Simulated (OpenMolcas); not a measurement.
## Converging the integration grid for CBr2F2 (dibromodifluoromethane)

The species is CBr2F2 (5 atoms), meant as a singlet with charge 0. SMILES: `FC(F)(Br)Br`. The shape is that of a PBE0-D4/def2-TZVP optimisation.

```xyz
5

F    -0.9704   -0.1134    0.9863
C     0.0048   -0.0876    0.0909
F     0.9148   -0.9814    0.4466
Br   -0.7093   -0.5612   -1.6421
Br    0.8100    1.6699    0.0770
```

Program: OpenMolcas 26.06. Method: X3LYP/def2-TZVPP (RICD fitting). Swept: integration grid. Watched: the vertical ionisation energy (to the doublet cation). Each run: gradient. Hardware: 1 thread of Arm Neoverse V1, shared host.

The last row is the best point of the sweep, not the limit.

| integration grid | value (eV) | from the best (eV) | wall time |
| --- | --- | --- | --- |
| Coarse | 10.7488 | -0.0048 | 2.3 min |
| SG1Grid | 10.7535 | -0.0001 | 2.4 min |
| Fine | 10.7536 | 0.0000 | 2.7 min |
| UltraFine | 10.7536 | 0.0000 | 4.2 min |

Which is the coarsest setting good to 0.001 eV?

SG1Grid: it is 0.0001 eV off and takes 2.4 min, against 4.2 min for UltraFine.
